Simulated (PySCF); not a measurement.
1,3-azasiletidine (C₂H₇NSi), SMILES C1NC[SiH2]1. Geometry: PBE0-D3(BJ)/def2-SVP.

Computed with PBE0-D3(BJ)/def2-SVP run with PySCF.

Harmonic wavenumbers (cm⁻¹): 176, 408, 539, 543, 637, 647, 778, 835, 845, 870, 953, 1007, 1099, 1135, 1152, 1176, 1239, 1398, 1455, 1483, 2225, 2242, 2979, 2986, 3107, 3107, 3550. Rotational constants (GHz): 9.541, 6.383, 4.332; symmetry number 1.

Q: Work out the zero-point energy and the ideal-gas rigid-rotor harmonic-oscillator thermochemistry at 298.15 K and 1 atm.

A: ZPE = ½ Σ hcν = ½ × 38572 cm⁻¹ = 55.14 kcal/mol. H − E(el) = 58.80 kcal/mol. Entropy in cal/(mol K): translation 38.79, rotation 24.61, vibration 6.44, total 69.84. G − E(el) = 37.98 kcal/mol. Cp = 20.14 cal/(mol K).
